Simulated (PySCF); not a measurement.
Bonds (- single, = double, # triple, : aromatic): O1=C2, C2-C3, C3-C4, C4=C5, C5-O6, O6-C7, C7-Si8, Si8-Cl9, C7-C2. C3 carries H10, H11; C4 carries H12; C5 carries H13; C7 carries H14; Si8 carries H15, H16. Stereochemistry as in O=C1CC=CO[C@@H]1[SiH2]Cl. H11 is cis to Si8 on the ring; H16 is pro-R; H15 is pro-S; H10 is trans to Si8 on the ring.

How the numbers were obtained: geometry: GFN2-xTB, shieldings: GIAO PBE0/pcSseg-1, in PySCF (single conformer, non-relativistic, gas phase).

Shifts are taken against calculated references (same method and geometry level): TMS for ¹³C (σ = 186.93 ppm), ¹H (σ = 31.72 ppm), ²⁹Si (σ = 349.16 ppm); ¹⁷O (σ = 336.08 ppm) vs H2O; ³⁵Cl (σ = 949.78 ppm) vs HCl.

```csv
atoms,nucleus,count,Hirshfeld charge,δ (ppm)
H14,¹H,1,0.06,?
C7,¹³C,1,-0.05,?
H12,¹H,1,0.05,?
C2,¹³C,1,0.15,207.8
C4,¹³C,1,-0.09,99.5
O1,¹⁷O,1,-0.24,642.9
H10,¹H,1,0.06,2.99
Si8,²⁹Si,1,0.35,-11.2
Cl9,³⁵Cl,1,-0.09,-81
O6,¹⁷O,1,-0.11,117.8
H16,¹H,1,-0.06,5.05
H13,¹H,1,0.06,6.66
C3,¹³C,1,-0.08,39.3
H11,¹H,1,0.05,?
C5,¹³C,1,0.01,149.8
H15,¹H,1,-0.06,?
```

**Question.** Complete the table.

**Answer.** 
- C7: 83.6 ppm, sp3 CH bonded to O and Si, α to a carbonyl; deshielded by the electronegative neighbour
- H15: 5.21 ppm, hydrogen on a silicon bonded to C, Cl
- H12: 4.81 ppm, hydrogen on a β carbon of an enol-ether or enamine type C=C; lone-pair donation from O or N shields it, upfield of ordinary alkene protons
- H14: 4.79 ppm, hydrogen on an sp3 CH bonded to O and Si, α to a carbonyl; its carbon carries O, an electronegative neighbour
- H11: 3.18 ppm, hydrogen on an sp3 CH2 α to a carbonyl; α to C=O

Shifts are as computed. Against solution values, carbons near 30 ppm lie about +3 ppm off and those near 130 ppm about +5 ppm. Of 1309 compounds with measured shifts, 239 miss one by over three times the rms of a fit or turn the order of signals round; such compounds aren't used in these exercises. Unscaled 17O shifts of doubly bonded oxygen tend to come out too high, by tens of ppm or more. Experimental scales use liquid or dissolved standards, which lie at an offset from isolated H2O (liquid H2O: subtract about 36 ppm).
